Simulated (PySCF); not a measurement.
# Correlation energy of Pm²⁺ (promethium, charge +2)

[Xe] 4f5, one real determinant. All numbers are calculated (PySCF 2.14, scalar relativity by spin-free X2C-1e, in x2c-TZVPPall). Frozen: [Ar] 3d10; 31 electrons correlated.

MP2 pair energies summed by pair of shells (mhartree):

| pair | energy | share (%) |
| --- | --- | --- |
| 4d-4d | -209.22 | 19.8 |
| 4d-4f | -196.48 | 18.6 |
| 5p-5p | -120.87 | 11.4 |
| 4f-5p | -114.37 | 10.8 |
| 4d-5p | -104.78 | 9.9 |
| 4f-4f | -64.65 | 6.1 |
| 4p-4d | -56.78 | 5.4 |
| 5s-5p | -34.44 | 3.3 |
| 4d-5s | -30.67 | 2.9 |
| 4f-5s | -24.62 | 2.3 |
| 4p-4f | -22.44 | 2.1 |
| 4s-4d | -18.88 | 1.8 |
| 4p-4p | -16.90 | 1.6 |
| 4p-5p | -11.12 | 1.1 |
| 4s-4f | -7.46 | 0.7 |
| 5s-5s | -6.25 | 0.6 |
| 4p-5s | -6.17 | 0.6 |
| 4s-4p | -5.90 | 0.6 |
| 4s-4s | -1.92 | 0.2 |
| 4s-5p | -1.21 | 0.1 |
| 4s-5s | -0.96 | 0.1 |

Total MP2 correlation energy: -1056.1 mhartree.

Same-spin part -411.07 and opposite-spin part -645.02 mhartree; SCS-MP2 scales them by 1/3 and 6/5 to -911.04 mhartree.

The reference is one real determinant that mixes LS terms of this configuration.

This basis was not built for core-valence correlation, so the inner-shell part is incomplete.
